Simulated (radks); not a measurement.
Values are calculated unless marked as measured or tabulated.
Species: the chromium ion Cr+. Configuration: [Ar] 3d3 4s2 (not the ground configuration).

Level of theory: scalar-relativistic Kohn-Sham, PBE, spin-polarised, spherical densities, point nucleus; open shells are filled with parallel spins first (a radial shooting solver on a logarithmic mesh with Libxc functionals).

Energy parts (hartree):
total: -1050.16824
kinetic: 1060.86629
electron-nucleus: -2491.85350
Hartree: 428.92042
exchange-correlation: -48.10145

Orbitals (lengths in bohr, moments of r in powers of bohr):
| orbital | occ. | eigenvalue (hartree) | <r^4> |
|---|---|---|---|
| 1s up | 1 | -216.7749 | 0.00007593 |
| 1s down | 1 | -216.7752 | 0.00007593 |
| 2s up | 1 | -25.24136 | 0.01812 |
| 2s down | 1 | -25.19396 | 0.01801 |
| 2p up | 3 | -21.31968 | 0.01421 |
| 2p down | 3 | -21.28342 | 0.01409 |
| 3s up | 1 | -3.42627 | 1.332 |
| 3s down | 1 | -3.30337 | 1.354 |
| 3p up | 3 | -2.36290 | 1.871 |
| 3p down | 3 | -2.24269 | 1.935 |
| 3d up | 3 | -0.73539 | 6.753 |
| 3d down | 0 | -0.62628 | 8.722 |
| 4s up | 1 | -0.49091 | 111.1 |
| 4s down | 1 | -0.46361 | 127.1 |
| 4p up | 0 | -0.30676 | 258.2 |
| 4p down | 0 | -0.29106 | 299.2 |

The highest occupied level is 4s down at -12.615 eV. The configuration is held as typed, so some empty levels lie below it. Spin moment in Bohr magnetons: 3.
